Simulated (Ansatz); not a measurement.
Born–Oppenheimer molecular dynamics of C$_{2}$H$_{5}$LiSi (9 atoms, charge 0, multiplicity 1). It starts from a relaxed structure.

All numbers below come from RKS B3LYP-D4/STO-3G (Ansatz 0.2.0).

```
ensemble        : NVT, Nosé–Hoover chain
time step       : 0.25 fs
steps asked     : 600
set temperature : 200 K
thermostat      : time constant 300 fs, chain length 1
seed            : 634912
```

Frames 0.5 fs apart, positions in Å, forces in eV/Å.

Velocities at 140 fs (Å/ps):

```
Li 2.82 0.11 5.21
C 1.28 1.71 -1.32
C -0.62 0.70 -2.41
Si -1.28 0.19 -0.66
H -3.94 -12.01 17.46
H 2.99 3.93 2.39
H 3.93 -5.79 8.12
H 5.53 -10.83 5.05
H 0.04 -10.16 -6.00
```

```xyz
9
Properties=species:S:1:pos:R:3:forces:R:3 time_fs=140 energy_less_start_eV=0.119 T=80
Li -1.546 -1.119 -1.000 -0.20 -0.20 -0.17
C -0.257 0.042 -0.399 -0.62 -0.35 -0.25
C 0.702 1.193 -0.636 0.15 0.06 0.51
Si -0.416 -1.109 0.899 0.04 0.50 -0.16
H 0.655 1.613 -1.652 -0.08 -0.15 0.01
H 0.493 2.010 0.074 -0.04 0.18 0.09
H 1.729 0.870 -0.444 0.56 -0.01 -0.03
H -1.730 -1.821 0.593 0.12 -0.05 0.15
H -0.253 -1.156 2.347 0.08 0.02 -0.14
9
Properties=species:S:1:pos:R:3:forces:R:3 time_fs=140.5 energy_less_start_eV=0.120 T=79
Li -1.545 -1.119 -0.997 -0.21 -0.20 -0.19
C -0.256 0.043 -0.400 -0.66 -0.40 -0.21
C 0.702 1.193 -0.637 0.33 -0.10 1.06
Si -0.416 -1.109 0.898 0.06 0.52 -0.21
H 0.653 1.607 -1.643 -0.08 0.04 -0.42
H 0.494 2.013 0.075 -0.04 0.11 0.02
H 1.732 0.867 -0.440 0.39 0.05 -0.10
H -1.727 -1.827 0.596 0.11 -0.04 0.12
H -0.253 -1.161 2.344 0.09 0.03 -0.09
9
Properties=species:S:1:pos:R:3:forces:R:3 time_fs=141 energy_less_start_eV=0.126 T=72
Li -1.543 -1.119 -0.995 -0.23 -0.21 -0.21
C -0.256 0.043 -0.401 -0.69 -0.44 -0.17
C 0.701 1.194 -0.638 0.53 -0.26 1.59
Si -0.417 -1.109 0.898 0.08 0.54 -0.25
H 0.651 1.601 -1.636 -0.07 0.21 -0.83
H 0.496 2.015 0.077 -0.03 0.03 -0.05
H 1.736 0.864 -0.436 0.20 0.13 -0.16
H -1.723 -1.832 0.599 0.10 -0.04 0.10
H -0.252 -1.166 2.341 0.11 0.03 -0.02
9
Properties=species:S:1:pos:R:3:forces:R:3 time_fs=141.5 energy_less_start_eV=0.135 T=61
Li -1.542 -1.120 -0.992 -0.24 -0.22 -0.22
C -0.255 0.044 -0.401 -0.71 -0.48 -0.13
C 0.701 1.194 -0.639 0.71 -0.39 2.03
Si -0.418 -1.108 0.898 0.10 0.56 -0.29
H 0.649 1.595 -1.630 -0.06 0.36 -1.16
H 0.497 2.018 0.078 -0.02 -0.04 -0.12
H 1.740 0.862 -0.432 0.01 0.20 -0.22
H -1.720 -1.838 0.602 0.09 -0.03 0.07
H -0.252 -1.171 2.337 0.12 0.03 0.04
9
Properties=species:S:1:pos:R:3:forces:R:3 time_fs=142 energy_less_start_eV=0.144 T=52
Li -1.541 -1.120 -0.990 -0.26 -0.22 -0.24
C -0.255 0.044 -0.402 -0.72 -0.51 -0.09
C 0.701 1.194 -0.639 0.87 -0.47 2.32
Si -0.418 -1.108 0.897 0.12 0.58 -0.33
H 0.646 1.591 -1.627 -0.05 0.45 -1.35
H 0.498 2.020 0.079 -0.01 -0.10 -0.17
H 1.744 0.860 -0.429 -0.16 0.26 -0.27
H -1.716 -1.843 0.605 0.08 -0.03 0.05
H -0.251 -1.176 2.334 0.14 0.04 0.10
9
Properties=species:S:1:pos:R:3:forces:R:3 time_fs=142.5 energy_less_start_eV=0.147 T=49
Li -1.540 -1.120 -0.988 -0.28 -0.23 -0.26
C -0.255 0.045 -0.403 -0.73 -0.53 -0.06
C 0.702 1.194 -0.639 0.99 -0.49 2.40
Si -0.419 -1.108 0.897 0.14 0.59 -0.35
H 0.643 1.587 -1.627 -0.03 0.48 -1.38
H 0.499 2.022 0.079 -0.01 -0.14 -0.21
H 1.747 0.859 -0.427 -0.30 0.30 -0.32
H -1.712 -1.849 0.609 0.06 -0.02 0.02
H -0.250 -1.180 2.331 0.16 0.04 0.15
9
Properties=species:S:1:pos:R:3:forces:R:3 time_fs=143 energy_less_start_eV=0.144 T=52
Li -1.539 -1.121 -0.985 -0.29 -0.23 -0.27
C -0.255 0.045 -0.404 -0.73 -0.55 -0.02
C 0.702 1.194 -0.638 1.05 -0.44 2.28
Si -0.419 -1.107 0.896 0.16 0.60 -0.36
H 0.640 1.585 -1.631 0.01 0.44 -1.23
H 0.501 2.024 0.079 -0.01 -0.16 -0.23
H 1.750 0.858 -0.426 -0.39 0.33 -0.34
H -1.708 -1.855 0.612 0.04 -0.02 -0.01
H -0.248 -1.185 2.328 0.17 0.04 0.19
9
Properties=species:S:1:pos:R:3:forces:R:3 time_fs=143.5 energy_less_start_eV=0.136 T=61
Li -1.538 -1.121 -0.983 -0.31 -0.24 -0.29
C -0.256 0.045 -0.405 -0.73 -0.57 0.01
C 0.703 1.194 -0.637 1.05 -0.35 1.96
Si -0.420 -1.107 0.896 0.18 0.61 -0.35
H 0.638 1.583 -1.637 0.05 0.34 -0.92
H 0.502 2.025 0.079 -0.02 -0.16 -0.23
H 1.752 0.858 -0.425 -0.43 0.34 -0.36
H -1.704 -1.861 0.616 0.03 -0.02 -0.03
H -0.246 -1.190 2.326 0.18 0.05 0.22
9
Properties=species:S:1:pos:R:3:forces:R:3 time_fs=144 energy_less_start_eV=0.127 T=71
Li -1.537 -1.121 -0.981 -0.32 -0.25 -0.30
C -0.256 0.046 -0.405 -0.71 -0.57 0.04
C 0.703 1.194 -0.635 0.99 -0.22 1.50
Si -0.421 -1.107 0.895 0.20 0.61 -0.32
H 0.635 1.583 -1.646 0.09 0.21 -0.52
H 0.503 2.026 0.078 -0.03 -0.14 -0.21
H 1.753 0.859 -0.425 -0.42 0.33 -0.35
H -1.700 -1.867 0.619 0.01 -0.02 -0.06
H -0.244 -1.194 2.324 0.20 0.05 0.23
9
Properties=species:S:1:pos:R:3:forces:R:3 time_fs=144.5 energy_less_start_eV=0.120 T=79
Li -1.537 -1.122 -0.979 -0.34 -0.26 -0.31
C -0.257 0.046 -0.406 -0.69 -0.57 0.06
C 0.704 1.194 -0.633 0.88 -0.08 0.96
Si -0.421 -1.106 0.895 0.22 0.61 -0.28
H 0.633 1.583 -1.656 0.14 0.07 -0.07
H 0.504 2.027 0.076 -0.05 -0.10 -0.18
H 1.753 0.861 -0.426 -0.35 0.29 -0.33
H -1.696 -1.873 0.623 -0.01 -0.02 -0.08
H -0.241 -1.198 2.323 0.20 0.05 0.23
9
Properties=species:S:1:pos:R:3:forces:R:3 time_fs=145 energy_less_start_eV=0.117 T=82
Li -1.536 -1.123 -0.978 -0.36 -0.26 -0.33
C -0.257 0.045 -0.407 -0.66 -0.56 0.08
C 0.706 1.194 -0.631 0.72 0.05 0.41
Si -0.422 -1.105 0.894 0.24 0.61 -0.22
H 0.631 1.583 -1.666 0.18 -0.07 0.37
H 0.505 2.028 0.074 -0.06 -0.05 -0.13
H 1.752 0.863 -0.428 -0.25 0.24 -0.30
H -1.692 -1.879 0.626 -0.02 -0.01 -0.10
H -0.237 -1.203 2.322 0.21 0.06 0.21
9
Properties=species:S:1:pos:R:3:forces:R:3 time_fs=145.5 energy_less_start_eV=0.119 T=80
Li -1.536 -1.123 -0.976 -0.37 -0.27 -0.34
C -0.258 0.045 -0.408 -0.63 -0.55 0.09
C 0.707 1.193 -0.629 0.52 0.16 -0.10
Si -0.422 -1.105 0.894 0.26 0.60 -0.14
H 0.629 1.583 -1.675 0.22 -0.19 0.76
H 0.506 2.028 0.072 -0.08 0.01 -0.07
H 1.751 0.866 -0.431 -0.11 0.18 -0.25
H -1.688 -1.885 0.629 -0.03 -0.01 -0.12
H -0.233 -1.207 2.322 0.21 0.06 0.18
```

Of the whole run (150 fs, mean temperature of the second half 96 K): The conserved energy stayed within 0.027 meV per atom of its start (net change 0.0031 meV per atom), so the integration is sound. The mean temperature of the second half is 52 % below the set value. A run of 0.15 ps of so small a system gives no equilibrium averages. Limits of this set-up: minimal basis.

The run took 11 min on 1 thread of Arm Neoverse V1, on a shared host, peak memory 0.07 GiB.
